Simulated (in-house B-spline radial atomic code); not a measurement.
Ionisation energies along the 44-electron series, configuration [Kr] 4d8, as differences of self-consistent energies. NIST's values go from ground level to ground level; the uncertainty of those that are theory runs from under 0.1 % in few-electron ions to several per cent in heavy many-electron ones. Computed with a radial B-spline atomic code at the basis-set limit: non-relativistic Hartree-Fock, average of the configuration, point nuclei.

This level leaves out relativity, spin-orbit splitting included, which matters for heavy ions.

| ion | configuration after | ionisation energy (eV) | IE/(q+1)² (eV) | -ε less Coulomb ΔSCF (eV) | tabulated value (eV) | tabulated kind | computed minus tabulated (eV) |
| --- | --- | --- | --- | --- | --- | --- | --- |
| Rh+ | [Kr] 4d7 | 17.75 | 4.438 | 1.8182 | 18.08 | semi-empirical | -0.33 |
| Pd2+ | [Kr] 4d7 | 33.01 | 3.6682 | 1.6703 | 32.93 | semi-empirical | 0.08 |
| Ag3+ | [Kr] 4d7 | 50.70 | 3.1688 | 1.5883 | 49 | tabulated theory | 1.70 |
| Cd4+ | [Kr] 4d7 | ? | ? | ? | ? | tabulated theory | ? |
| In5+ | [Kr] 4d7 | 92.60 | 2.5722 | 1.5057 | 90 | tabulated theory | 2.60 |
| Sn6+ | [Kr] 4d7 | ? | ? | ? | ? | tabulated theory | ? |
| Sb7+ | [Kr] 4d7 | 142.56 | 2.2275 | 1.4689 | 139 | tabulated theory | 3.56 |
| Te8+ | [Kr] 4d7 | 170.43 | 2.1041 | 1.4586 | 167 | tabulated theory | 3.43 |
| I9+ | [Kr] 4d7 | 200.18 | 2.0018 | 1.4515 | 197 | tabulated theory | 3.18 |

Question: Fill in the row of Cd4+.

Answer: ionisation energy (eV): 70.60; IE/(q+1)² (eV): 2.8242; -ε less Coulomb ΔSCF (eV): 1.5382; tabulated value (eV): 67.9; computed minus tabulated (eV): 2.70.

Question: Fill in the row of Sn6+.

Answer: ionisation energy (eV): 116.60; IE/(q+1)² (eV): 2.3797; -ε less Coulomb ΔSCF (eV): 1.4839; tabulated value (eV): 112.9; computed minus tabulated (eV): 3.70.
